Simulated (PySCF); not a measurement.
Isomers of C5H5Cl3, one GFN2-xTB conformer each. Single-point energies are computed at PBE0/pcSseg-1 (PySCF, gas phase, no added dispersion term), electronic only.

Question: Rank them by PBE0/pcSseg-1 energy, lowest first (kJ/mol).
A. `CC#CCC(Cl)(Cl)Cl`
B. `[CH2:1]=[C:2]=[CH:3][CH2:4][C:5]([Cl:6])([Cl:7])[Cl:8]` with C2–C3–C4–C5 110°
C. `ClC(Cl)(Cl)C1=CCC1`

Answer: C (0.0), A (28.1), B (30.5).

As drawn, the lowest has a four-membered ring, which the highest lacks; the highest has cumulated double bonds, which the lowest lacks. Neighbours under 10 kJ/mol apart (CC#CCC(Cl)(Cl)Cl and C=C=CCC(Cl)(Cl)Cl) can change places with a better method, another conformer or zero-point energy. GFN2-xTB itself gives, in the same order: 0.0, 26.2, 60.7. Both levels put the same isomer lowest; measured from each level's own lowest isomer, the values differ by up to 30.2 kJ/mol (C=C=CCC(Cl)(Cl)Cl: 60.7 against 30.5).

Question: Which frontier levels, dipoles and rotational constants go with these structures?

Answer: 
```csv
SMILES,"HOMO (eV, PBE0/pcSseg-1)",LUMO (eV),dipole (D),"A, B, C (MHz)"
ClC(Cl)(Cl)C1=CCC1,-7.83,-1.00,2.57,"1523, 944.2, 888.8"
CC#CCC(Cl)(Cl)Cl,-7.68,-0.71,2.33,"1938, 701.8, 668.1"
C=C=CCC(Cl)(Cl)Cl,-7.85,-0.78,2.10,"1816, 747.3, 703.2"
```
